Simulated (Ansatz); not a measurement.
Cl2GeH4OSSi (`O[SiH](Cl)[S][GeH2][Cl]`), relaxed with RKS PBE0-D4/def2-TZVP in Ansatz 0.2.0 from a GFN2-xTB geometry. The force threshold is 0.005 eV/Å; the program also tests the step.

The species carries charge 0 and has multiplicity 1.

Start:

```xyz
10

O     0.017    2.363    1.546
Si    0.344    0.884    1.004
Cl   -0.862   -0.498    1.835
S     0.047    0.838   -1.132
Ge   -0.223   -1.341   -1.437
Cl    1.371   -2.434   -0.603
H    -0.688    2.918    1.218
H     1.730    0.672    1.354
H    -1.520   -1.854   -0.848
H    -0.216   -1.547   -2.937
```

Question: How much energy does the relaxation release, and in how many steps? (Best estimate.)

Answer: The calculation gave: 9.90 kJ/mol, in 10 steps.

Question: Which bonds change most? (An estimate is asked.)

Answer: The calculation gave: Ge5–Cl6 from 2.105 to 2.153 Å; Si2–Cl3 from 2.014 to 2.055 Å; Si2–S4 from 2.157 to 2.129 Å; Si2–H8 from 1.445 to 1.469 Å.

Question: Give the relaxed structure. (An estimate is asked.)

Answer: The calculation gave: 
```xyz
10

O     0.122    2.431    1.469
Si    0.328    0.894    0.975
Cl   -0.968   -0.378    1.936
S    -0.022    0.836   -1.125
Ge   -0.231   -1.342   -1.471
Cl    1.454   -2.374   -0.618
H    -0.714    2.863    1.285
H     1.696    0.508    1.344
H    -1.484   -1.909   -0.804
H    -0.181   -1.530   -2.990
```
